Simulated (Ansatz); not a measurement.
C3H9BSi can be A, `BC[SiH]1CC1`, or B, `C=CBC[SiH3]`.

Gas-phase electronic energies from Ansatz, PBE0-D4/def2-TZVP geometries. CCSD(T)/CBS is the MP2 limit (def2-TZVPP, def2-QZVPP) plus CCSD(T) − MP2 in def2-TZVPP, frozen cores. DFT in def2-TZVPP. Each species was taken in one conformer, which may not be the lowest.

Question: Which is lower in electronic energy at CCSD(T)/CBS, and by how much? (Best estimate.)

Answer: The calculation gave: B, by 12.9 kcal/mol.

Question: Give E(B) − E(A) in kcal/mol with MP2/def2-TZVPP, HF/def2-TZVPP, r2SCAN-D4, ωB97M-V, B2PLYP, CCSD/def2-TZVPP, CCSD(T)/def2-TZVPP. (Estimate.)

Answer: Ansatz gave: MP2/def2-TZVPP -10.4, HF/def2-TZVPP -23.8, r2SCAN-D4 -8.5, ωB97M-V -10.7, B2PLYP -14.0, CCSD/def2-TZVPP -14.5, CCSD(T)/def2-TZVPP -13.4. None reverses the order clearly.

Largest T1 diagnostic: 0.012.

In def2-TZVPP, CCSD(T) changes the Hartree–Fock value by +10.3 kcal/mol (the triples alone add +1.0 kcal/mol) and MP2 by +13.4 kcal/mol.
